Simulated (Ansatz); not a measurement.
Molecule: sum formula SiNH₂F₂, charge 0, multiplicity 2. It need not be the lowest isomer of its formula. SMILES: F[Si](N)F
Coordinates optimised at B3LYP-D3(BJ)/def2-TZVP (Ansatz, a quantum-chemistry and plane-wave program):
```
N
H 1 1.0097
H 1 1.0097 2 111.44
Si 1 1.7105 2 119.54 3 -146.23
F 4 1.6015 1 107.05 2 -166.60
F 4 1.6015 5 108.96 1 -115.44
```
Charge 0, spin multiplicity 2.

Computed values are from Ansatz. Correlated levels leave the core frozen unless marked. UHF or UKS for open shells. Spin-orbit coupling is left out. No relativistic terms. CBS(X,Y): correlation extrapolated as X^-3; Hartree-Fock from the larger set.

| Property | Value |
|---|---|
| atomisation energy De | 2285.8 kJ/mol at CCSD(T)/CBS(cc-pV(T+d)Z,cc-pV(Q+d)Z) |
| total energy | -544.6722 Eh at CCSD(T)/CBS(cc-pV(T+d)Z,cc-pV(Q+d)Z) |
| dipole moment | 2.83 D at CCSD(T)/aug-cc-pV(D+d)Z |
| T1 diagnostic | 0.013 at CCSD/cc-pV(Q+d)Z |
